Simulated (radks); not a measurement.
The numbers below are computed, except where a source is named.
Question: Xe2+, configuration [Kr] 4d10 5s1 5p5 (not the ground configuration). Code: a radial shooting solver on a logarithmic mesh with Libxc functionals. Model: scalar-relativistic Kohn-Sham, PBE, spin-polarised, spherical densities, point nucleus; open shells are filled with parallel spins first (spin-orbit coupling, left out, can overturn this in heavy ions). Some entries of the table are withheld. Estimate them.

orbital,occ.,eigenvalue (eV),<r> (bohr),<1/r> (bohr^-1)
1s up,1,-34396.55,0.02666,58.11
1s down,1,-34396.44,0.02666,58.11
2s up,1,-5372.478,0.1146,13.33
2s down,1,-5372.417,0.1146,13.33
2p up,3,-4822.877,0.1003,12.73
2p down,3,-4822.796,0.1003,12.73
3s up,1,-1117.109,0.3064,4.792
3s down,1,-1117.008,0.3064,4.792
3p up,3,-939.6288,0.3044,4.553
3p down,3,-939.5203,0.3044,4.553
3d up,5,-676.5200,0.2809,4.311
3d down,5,-676.4178,0.2809,4.311
4s up,1,-220.2375,0.7165,1.952
4s down,1,-220.0113,0.7163,1.952
4p up,3,-164.0231,(1),1.791
4p down,3,-163.7767,(2),1.792
4d up,5,-82.0780,0.8749,1.515
4d down,5,-81.6939,0.8714,1.520
5s up,1,-40.7953,1.775,(3)
5s down,0,-39.0910,1.779,(4)
5p up,3,-27.9482,2.063,0.6258
5p down,2,-26.3328,2.090,0.6187

Answer: 
(1) 4p up <r> (bohr): 0.7645
(2) 4p down <r> (bohr): 0.7638
(3) 5s up <1/r> (bohr^-1): 0.7365
(4) 5s down <1/r> (bohr^-1): 0.7366
